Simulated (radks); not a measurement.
Species: the strontium ion Sr3+. Configuration: [Ar] 3d10 4s2 4p4 5p1 (not the ground configuration).

Calculated with a radial shooting solver on a logarithmic mesh with Libxc functionals: scalar-relativistic Kohn-Sham, PBE, spin-polarised, spherical densities, point nucleus; open shells are filled with parallel spins first (spin-orbit coupling, left out, can overturn this in heavy ions).

Energy parts (eV):
part                       energy
total                  -86425.388
kinetic                 88632.515
electron-nucleus      -206844.699
Hartree                 34610.603
exchange-correlation    -2823.806

Orbitals (lengths in bohr, moments of r in powers of bohr; <r^-3> diverges for s and p1/2):
[
 {"orbital": "1s up", "occ.": "1", "eigenvalue (eV)": "-15977.44", "<r>": "0.03916", "<r^2>": "0.002067", "<r^-3>": "-", "<r^4>": "0.00001103"},
 {"orbital": "1s down", "occ.": "1", "eigenvalue (eV)": "-15977.17", "<r>": "0.03916", "<r^2>": "0.002067", "<r^-3>": "-", "<r^4>": "0.00001103"},
 {"orbital": "2s up", "occ.": "1", "eigenvalue (eV)": "-2197.378", "<r>": "0.1725", "<r^2>": "0.03507", "<r^-3>": "-", "<r^4>": "0.002121"},
 {"orbital": "2s down", "occ.": "1", "eigenvalue (eV)": "-2197.224", "<r>": "0.1725", "<r^2>": "0.03507", "<r^-3>": "-", "<r^4>": "0.002121"},
 {"orbital": "2p up", "occ.": "3", "eigenvalue (eV)": "-1956.971", "<r>": "0.1504", "<r^2>": "0.02765", "<r^-3>": "1803", "<r^4>": "0.001528"},
 {"orbital": "2p down", "occ.": "3", "eigenvalue (eV)": "-1956.713", "<r>": "0.1504", "<r^2>": "0.02765", "<r^-3>": "1803", "<r^4>": "0.001527"},
 {"orbital": "3s up", "occ.": "1", "eigenvalue (eV)": "-372.6263", "<r>": "0.4918", "<r^2>": "0.2776", "<r^-3>": "-", "<r^4>": "0.1209"},
 {"orbital": "3s down", "occ.": "1", "eigenvalue (eV)": "-372.2973", "<r>": "0.4916", "<r^2>": "0.2774", "<r^-3>": "-", "<r^4>": "0.1205"},
 {"orbital": "3p up", "occ.": "3", "eigenvalue (eV)": "-295.0051", "<r>": "0.4981", "<r^2>": "0.2896", "<r^-3>": "279.5", "<r^4>": "0.1393"},
 {"orbital": "3p down", "occ.": "3", "eigenvalue (eV)": "-294.6335", "<r>": "0.4978", "<r^2>": "0.2891", "<r^-3>": "279.5", "<r^4>": "0.1386"},
 {"orbital": "3d up", "occ.": "5", "eigenvalue (eV)": "-166.8478", "<r>": "0.4972", "<r^2>": "0.3012", "<r^-3>": "35.35", "<r^4>": "0.1842"},
 {"orbital": "3d down", "occ.": "5", "eigenvalue (eV)": "-166.4230", "<r>": "0.4961", "<r^2>": "0.2994", "<r^-3>": "35.43", "<r^4>": "0.1811"},
 {"orbital": "4s up", "occ.": "1", "eigenvalue (eV)": "-76.7315", "<r>": "1.302", "<r^2>": "1.914", "<r^-3>": "-", "<r^4>": "5.464"},
 {"orbital": "4s down", "occ.": "1", "eigenvalue (eV)": "-74.0863", "<r>": "1.302", "<r^2>": "1.917", "<r^-3>": "-", "<r^4>": "5.516"},
 {"orbital": "4p up", "occ.": "3", "eigenvalue (eV)": "-57.3167", "<r>": "1.450", "<r^2>": "2.389", "<r^-3>": "36.86", "<r^4>": "8.775"},
 {"orbital": "4p down", "occ.": "1", "eigenvalue (eV)": "-54.6782", "<r>": "1.456", "<r^2>": "2.416", "<r^-3>": "36.85", "<r^4>": "9.040"},
 {"orbital": "5p up", "occ.": "1", "eigenvalue (eV)": "-20.4311", "<r>": "3.448", "<r^2>": "13.27", "<r^-3>": "7.352", "<r^4>": "247.3"}
]

The highest occupied level is 5p up at -20.431 eV. The density falls to 0.001 e/bohr^3 at r = 4.33 bohr.
